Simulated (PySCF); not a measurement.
Ti (SMILES [Ti+]), charge +1, quartet.

The PySCF input:
```python
from pyscf import gto, scf, dft

mol = gto.Mole()
mol.atom = '''
    Ti    0.000000    0.000000    0.000000
'''
mol.basis = '6-31g*'
mol.charge = 1
mol.spin = 3
mol.verbose = 3
mol.build()

mf = dft.UKS(mol)
mf.xc = 'r2scan'
mf.kernel()
```

Q: What is the computed number of basis functions (R2SCAN/6-31G* (PySCF))?

A: 34

Q: What <S^2> does R2SCAN/6-31G* give?

A: 3.751

Q: What total energy does R2SCAN/6-31G* give?

A: -849.0010 Eh

These values belong to the state on which the SCF converged, which isn't shown to be the lowest.
